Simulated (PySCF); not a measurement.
A calculated (MN15, PySCF 2.14, aug-cc-pV(D+d)Z, no relativity, point nucleus) atom or ion has these occupied shells.

| shell | electrons | orbital energy (eV) | rms radius, mean of both spins (bohr) |
| --- | --- | --- | --- |
| 1s α | 1 | -2761.9 | 0.106 |
| 1s β | 1 | -2761.4 | 0.106 |
| 2s α | 1 | -278.90 | 0.489 |
| 2s β | 1 | -278.28 | 0.489 |
| 2p α | 3 | -225.14 | 0.453 |
| 2p β | 3 | -224.60 | 0.453 |
| 3s α | 1 | -48.978 | 1.56 |
| 3s β | 1 | -44.189 | 1.56 |
| 3p α | 3 | -35.643 | 1.71 |

Problem. Name the element and its charge.

Solution. Cl²⁺ (chlorine, charge +2), in [Ne] 3s2 3p3, high-spin 4S determinant.
